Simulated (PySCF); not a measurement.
# Arsenic: a sound run and one with changed settings

Sound run: As [Ar] 3d10 4s2 4p3, As⁺ [Ar] 3d10 4s2 4p2. Computed with PySCF 2.14 in cc-pVTZ-DK, with the spin-free X2C one-electron Hamiltonian (Gaussian nucleus). In the sound run the correlated levels freeze [Ar] 3d10. The sound run starts from symmetry-adapted Hartree-Fock orbitals and uses a fine grid where one is needed.

Changed run: the non-relativistic Hamiltonian (point nucleus). This setting is unsound on purpose.

```tsv
species	method	sound run (hartree)	changed run (hartree)	converged
As	UHF	-2259.01435	-2218.64548	yes
As	MN15	-2262.19747	-2221.89375	yes
As	PBE	-2260.40025	-2220.04784	yes
As	MP2	-2259.08520	-2218.71707	yes
As	CCSD(T)	-2259.10205	-2218.73453	yes
As⁺	UHF	-2258.66841	-2218.29767	yes
As⁺	MN15	-2261.83243	-2221.52663	yes
As⁺	PBE	-2260.03741	-2219.68243	yes
As⁺	MP2	-2258.72193	-2218.35183	yes
As⁺	CCSD(T)	-2258.73883	-2218.36960	yes
```

Ionisation energy of As:

```tsv
method	sound run (eV)	changed run (eV)
UHF	9.413	9.464
MN15	9.933	9.990
PBE	9.873	9.943
MP2	9.885	9.939
SCS-MP2	9.740	9.794
CCSD	9.853	9.898
CCSD(T)	9.884	9.930
```

Most of the change in total energy is the relativistic energy itself. On top of that the contraction fixes the core shape for the Hamiltonian it was made with, so the changed run is not a good calculation with the other Hamiltonian either.

For comparison, NIST gives 9.789 eV between the lowest levels.
